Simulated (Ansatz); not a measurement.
Computed with Ansatz on PBE0-D4/def2-TZVP structures; ΔE is electronic, products minus reactants. CCSD(T)/CBS adds triple-zeta CCSD(T) − MP2 to the extrapolated MP2 energy (def2 sets, frozen cores). This one scheme is used for every species, atoms too. DFT in def2-TZVPP. B3LYP here is the variant with VWN-RPA as its local correlation; programs differ in this. HSE06 is defined as in plane-wave codes. No spin–orbit coupling; open shells (•) take unrestricted orbitals. Spin–orbit coupling would lower the free atoms: a little for Al, C, F, O, S. Each species was taken in one conformer, which may not be the lowest.

Reaction (atomization): `[OH][Al]([SH])[CH2]F` → Al• + C• + F• + 4 H• + O• + S•

`[OH][Al]([SH])[CH2]F`:

Z-matrix (Å, degrees):
```
C
F 1 1.393
Al 1 1.973 2 112.2
H 1 1.097 2 108.0 3 -122.9
H 1 1.097 2 108.0 3 122.9
S 3 2.190 1 116.6 2 -179.6
O 3 1.686 1 120.3 2 0.4
H 6 1.344 3 93.9 1 -179.9
H 7 0.954 3 126.5 1 -180.0
```

```tsv
level	ΔE (kJ/mol)
HSE06-D4	3185.0
ωB97M-V	3215.5
PBE-QIDH	3163.9
B3LYP	3154.7
HF/def2-TZVPP	2269.6
MP2/def2-TZVPP	3195.7
CCSD/def2-TZVPP	3058.7
HF/def2-QZVPP	2275.1
```

Problem. What does CCSD(T)/CBS give? (Best estimate.)

Solution. The calculation gave: +3212.5 kJ/mol. The listed levels differ from it by -27.5, 3.0, -48.6, -57.8, -942.9, -16.8, -153.8, -937.4 kJ/mol.

Largest T1 diagnostic among the species: 0.018.

In def2-TZVPP, CCSD(T) changes the Hartree–Fock value by +843.0 kJ/mol (the triples alone add +53.8 kJ/mol) and MP2 by +926.1 kJ/mol; breaking electron pairs costs correlation energy, which Hartree–Fock lacks. At CCSD(T), def2-SVP lies −235.5 kJ/mol from the extrapolated value and def2-TZVPP −99.9 kJ/mol: correlation converges slowly with the basis, and small sets miss more of it in the bonded molecule than in its fragments.

For atomizations the MP2-based limit and the directly extrapolated one differ by several kJ/mol either way, and by 10 to 25 for some Ge, Se and Sn compounds, so smaller differences from it don't rank the levels.
